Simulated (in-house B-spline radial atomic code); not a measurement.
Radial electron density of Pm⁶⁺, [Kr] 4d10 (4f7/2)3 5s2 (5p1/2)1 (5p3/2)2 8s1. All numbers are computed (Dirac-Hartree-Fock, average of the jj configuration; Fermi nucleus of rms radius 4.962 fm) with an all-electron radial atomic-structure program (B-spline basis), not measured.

Columns: r (bohr), 4πr²n(r) (electrons per bohr), bar.

```
0.000848    2.596 #
 0.00107    3.835 ##
 0.00136     5.69 ##
 0.00173    8.371 ###
 0.00219    12.07 #####
 0.00278    17.23 #######
 0.00352    24.02 ##########
 0.00447    32.82 ##############
 0.00566    43.34 ##################
 0.00718     55.2 #######################
 0.00911    67.03 ############################
  0.0115    76.59 ################################
  0.0146    82.03 ##################################
  0.0186    81.62 ##################################
  0.0235    76.87 ################################
  0.0298    72.59 ##############################
  0.0378    75.45 ###############################
   0.048    87.99 #####################################
  0.0609    102.6 ###########################################
  0.0772    105.6 ############################################
  0.0978    92.74 #######################################
   0.124     79.8 #################################
   0.157    84.09 ###################################
   0.199    93.28 #######################################
   0.253    78.65 #################################
   0.321    47.68 ####################
   0.407    35.56 ###############
   0.516    41.77 #################
   0.654    37.96 ################
   0.829    22.71 #########
    1.05    11.87 #####
    1.33    7.223 ###
    1.69     3.75 ##
    2.14    1.211 #
    2.72   0.1626 
    3.45   0.1056 
    4.37  0.06613 
    5.54  0.05647 
    7.02   0.2718 
    8.91   0.1086 
    11.3 0.007534 
    14.3 8.371e-05 
    18.2 7.243e-08 
      23 1.383e-10
```

On this grid the curve has 5 maxima, near 0.0146, 0.0772, 0.199, 0.516, 7.02 bohr.

The 4f7/2 radial function P(r) = rR(r), positive near the nucleus, with its small component Q(r) (sign convention: Q ≈ (P' + κP/r)/2c):

| r (bohr) | P | Q |
| --- | --- | --- |
| 0.0298 | 0.001231 | -6.25e-05 |
| 0.048 | 0.006416 | -0.0003109 |
| 0.0772 | 0.0293 | -0.001327 |
| 0.124 | 0.1114 | -0.004598 |
| 0.199 | 0.3318 | -0.01209 |
| 0.321 | 0.7306 | -0.02262 |
| 0.516 | 1.085 | -0.02786 |
| 0.829 | 1.014 | -0.02083 |
| 1.33 | 0.5556 | -0.009072 |
| 2.14 | 0.1417 | -0.001925 |
| 3.45 | 0.009949 | -0.0001207 |
